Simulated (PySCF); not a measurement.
SiClFI2, SMILES F[Si](Cl)(I)I. Heavy atoms are numbered as in [F:1][Si:2]([Cl:3])([I:4])[I:5].

The structure is a stationary point at B3LYP-D3(BJ)/def2-SVP. The def2 effective core potentials stand for the cores of I; spin–orbit coupling is left out.

Method: PBE/def2-TZVP run with PySCF.

ESP charges are fitted to the potential on shells at 1.4 to 2.0 van der Waals radii. Atomic charges (e), one atom of each kind:

| atom | Löwdin | ESP fit |
|---|---|---|
| F1 | 0.04 | 0.01 |
| Si2 | -0.79 | -0.29 |
| Cl3 | 0.29 | 0.07 |
| I4 | 0.23 | 0.11 |

### Question
Give the Mayer and Wiberg (Löwdin basis) orders of the bonds. (An estimate is asked for; the answer gives what the named calculation found.)

### Answer

```
bond     Mayer  Wiberg
-------  -----  ------
F1–Si2    1.19    1.75
Si2–Cl3   1.23    1.88
Si2–I4    1.20    1.71
Si2–I5    1.20    1.71
```
